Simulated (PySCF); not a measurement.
# Dipole response of Nb⁺ (niobium, charge +1)

[Kr] 4d4, high-spin 5D determinant. Calculation: PySCF 2.14, in aug-cc-pVTZ-PP with one added diffuse shell each of s, p, d, f, g type with ECP28MDF (7s7p6d4f3g, 113 functions); a scalar-relativistic core potential. Coupled (time-dependent) response in atomic units; α is the mean over directions.

```
method  mean α (bohr³)         α xx, yy, zz  C₆ (like pair)  S(−4)
   UHF           23.32  20.49, 20.49, 28.98           148.3  403.8
   PBE           28.95  24.76, 24.76, 37.32           189.2  705.7
  PBE0           27.85  29.69, 29.69, 24.17           181.6  615.5
```

S(−4) is the Cauchy moment in α(ω) = α(0) + S(−4) ω² + …

Spin-orbit coupling is absent.

α(iu) at PBE0:

| u (hartree) | α(iu) (bohr³) |
| --- | --- |
| 0 | 27.85 |
| 0.0500 | 26.44 |
| 0.100 | 23.28 |
| 0.200 | 17.23 |
| 0.300 | 13.33 |
| 0.500 | 9.011 |
| 0.750 | 6.221 |
| 1.00 | 4.607 |
| 1.50 | 2.826 |
| 2.00 | 1.895 |
| 3.00 | 1.003 |
| 5.00 | 0.4080 |

For an ion, C₆ is the dispersion term alone; charge-induced terms of lower order in 1/R come first.

The components differ because the open shell of this determinant is not spherical; for a pure term their mean is the scalar polarisability.

Energies and moments cover only the electrons outside the core potential.
